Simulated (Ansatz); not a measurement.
Reaction (redistribution): `C[SiH2][B](C)[AlH2]` + `C[O][SnH2][SH]` → `C[SiH2][SnH2][SH]` + `CO[B](C)[AlH2]`

Program: Ansatz. Geometries: PBE0-D4/def2-TZVP. ΔE: electronic, gas phase. CBS: MP2 limit from def2 TZ/QZ plus the TZ coupled-cluster correction, frozen cores. Elements past krypton have def2 core potentials. For Sn outer-core shells are correlated without core-valence functions, which leaves a few kJ/mol of doubt a bond. One conformer a species, not always the lowest.

| species | MP2/CBS(def2) energy (Eh) |
| --- | --- |
| `C[SiH2][B](C)[AlH2]` | -637.86740 |
| `C[O][SnH2][SH]` | -728.57960 |
| `C[SiH2][SnH2][SH]` | -943.68906 |
| `CO[B](C)[AlH2]` | -422.82303 |

Work out ΔE.

ΔE = (-943.68906) + (-422.82303) − (-637.86740) − (-728.57960) = -0.06509 Eh = -1.77 eV. CCSD(T)/CBS gives -1.73 eV.

Largest T1 diagnostic among the species: 0.013.

From PBE to PBE0 (25 % exact exchange), in def2-TZVPP and without D4, ΔE moves by −0.03 eV.
